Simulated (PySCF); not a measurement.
dimethyl selenide (C2H6Se), SMILES C[Se]C.

Geometry: PBE-D3(BJ)/def2-SVP.

Two levels are set side by side: TDA-PBE/def2-SVPD (PySCF) and TDA-ωB97X/def2-SVPD (PySCF). Vertical, same geometry. The lowest singlet is HOMO→LUMO 99 % with PBE and HOMO→LUMO 77 %, HOMO→LUMO+4 17 % with the other functional; states are paired by order. Differences are taken from unrounded values.

```
quantity                               TDA-ωB97X  TDA-PBE  TDA-PBE minus TDA-ωB97X
-------------------------------------  ---------  -------  -----------------------
lowest singlet excitation (eV)              4.78     4.35                    -0.43
lowest triplet excitation (TDA) (eV)        4.33     3.92                    -0.41
first bright state (f over 0.05) (eV)       7.11     7.06                    -0.06
its oscillator strength                     0.07     0.11                     0.04
```

Functionals without exact exchange tend to place singlet excitations lower, as here. Differences between two approximate levels are no errors against the true value.

Rough cost on one machine, each run with all the roots and properties that it gave: TDA-ωB97X against TDA-PBE about 4 times.
